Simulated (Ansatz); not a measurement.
C3H4F4O (`FCC(F)OC(F)F`), relaxed with RKS PBE0-D4/def2-TZVP in the Gaussian-basis code of Ansatz from a GFN2-xTB geometry. The force threshold is 0.005 eV/Å; the program also tests the step.

The species carries charge 0 and has multiplicity 1.

Start:

```xyz
12

F    -0.936    2.324   -0.619
C    -0.913    1.072   -1.155
C     0.196    0.256   -0.492
F     0.671   -0.668   -1.388
O    -0.320   -0.398    0.616
C     0.553   -1.100    1.392
F     0.181   -0.977    2.673
F     0.504   -2.414    1.110
H    -0.709    1.169   -2.225
H    -1.886    0.607   -0.975
H     1.055    0.898   -0.231
H     1.605   -0.769    1.293
```

By how much does the energy fall, and how many steps does the optimiser take? (Estimate.)

Computed: 6.72 kJ/mol, in 16 steps, 2 of them rejected.

Which bonds change most? (Estimate.)

Ansatz gave: C2–C3 from 1.528 to 1.509 Å; F1–C2 from 1.362 to 1.372 Å; C6–H12 from 1.107 to 1.097 Å; C3–H11 from 1.104 to 1.098 Å.

Give the relaxed structure. (Estimate.)

The calculation gave: 
```xyz
12

F    -0.908    2.193   -0.305
C    -0.863    1.093   -1.123
C     0.151    0.114   -0.582
F     0.341   -0.859   -1.528
O    -0.346   -0.441    0.582
C     0.567   -0.998    1.433
F     0.035   -0.969    2.657
F     0.789   -2.287    1.117
H    -0.564    1.403   -2.126
H    -1.849    0.622   -1.151
H     1.121    0.595   -0.402
H     1.526   -0.467    1.429
```
